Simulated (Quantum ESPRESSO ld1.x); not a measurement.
Results of a calculation; reference values are marked as such.
These are the eigenvalues of the occupied orbitals of an atom or ion with whole-number occupations (eV). Level of theory: scalar-relativistic Kohn-Sham, PBEsol, spin-unpolarised, spherical densities, point nucleus (ld1.x of Quantum ESPRESSO 7.5).

orbital  eigenvalue
1s       -45068.145
2s        -7384.112
2p        -6601.506
3s        -1666.837
3p        -1421.188
3d        -1084.128
4s         -383.932
4p         -302.300
4d         -186.801
5s          -87.052
5p          -64.109
4f          -61.244
5d          -34.291
6s          -26.913

Which element is it, and in what charge state? The configuration may be excited.

Answer. Z = 61, promethium, charge +3: Pm3+ in [Xe] 4f1 5d1 6s2. The list shows which subshells hold electrons but not how many an open one holds; the 1s level, -1656.2 hartree, gives Z - s = 57.6 by -(Z - s)^2/2, which with screening and relativity narrows Z to a few neighbours, and the depths of the outer levels then fix element, charge and occupations together.
